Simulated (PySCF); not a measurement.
A structure optimised at B3LYP-D3(BJ)/def2-TZVP, used in a PySCF frequency run:

```
C
F 1 1.2357
F 1 1.2357 2 120.00
F 1 1.2357 2 120.00 3 180.00
```
Charge +1, spin multiplicity 1.

### Question
Write its SMILES, formula and point group.

### Answer
F[C+](F)F, CF3, D3h

### Question
What are its rotational constants (standard atomic weights)?

### Answer
11.614, 11.614, 5.8071 GHz
